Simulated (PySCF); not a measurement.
# Structure from 2D NMR

Compound of formula C4H12NPSi2. Correlations simulated from computed shifts and the bond graph:

HSQC (one-bond C–H):
```
  δH     δC
2.03    6.0
0.23  -10.7
```

COSY cross peaks (H two or three bonds apart, from the bond graph; peaks can be absent where the dihedral angle is near 90°):
```
  δH    δH
3.90  3.86
3.90  0.23
3.86  0.23
```

HMBC (two and three bonds, from the bond graph):
```
  δH           δC
3.90  90.8, -10.7
3.86  90.8, -10.7
2.03  113.3, 90.8
1.07         90.8
```

Carbons without hydrogens: δ 113.3, 90.8.

Computational details: structure optimised with GFN2-xTB, PBE0/pcSseg-1 with gauge-including orbitals, in PySCF (fast rotation and ring inversion assumed for equivalent nuclei, single conformer, no relativistic terms, isolated molecule).

Chemical shifts δ = σref − σ; 1H and 13C against TMS, all at this level.

Exchangeable hydrogens are left out of these lists.

Work out the connectivity.

Results:

`CC#C[Si@](N)(P)[SiH2]C`.

Mapped SMILES: `[CH3:1][C:2]#[C:3][Si@:4]([NH2:5])([PH2:6])[SiH2:7][CH3:8]`. Each H is labelled by its parent atom. Ha(Si7) is pro-R; Hb(Si7) is pro-S.

1. δC 113.3 is C2, an alkyne carbon.
2. δC 90.8 is C3, an alkyne carbon.
3. δC 6.0 is C1, a propargylic methyl carbon (δH 2.03).
4. δC -10.7 is C8, a methyl carbon bonded to Si (δH 0.23).
5. HMBC from δH 3.90 reaches the proton-free carbon C3.
6. HMBC from δH 3.86 reaches the proton-free carbon C3.
7. HMBC from δH 2.03 reaches the proton-free carbons C2, C3.
8. HMBC from δH 1.07 reaches the proton-free carbon C3.
9. COSY links 3.90–3.86, 3.90–0.23, 3.86–0.23.

This is the structure that produced the data.

The OH or NH signal is concentration- and solvent-dependent in practice; the value given is the gas-phase one. Shifts are as computed. Against solution values, carbons near 30 ppm lie about +3 ppm off and those near 130 ppm about +5 ppm. Of 1211 compounds with measured shifts, 218 miss one by over three times the rms of a fit or turn the order of signals round; such compounds aren't used in these exercises.
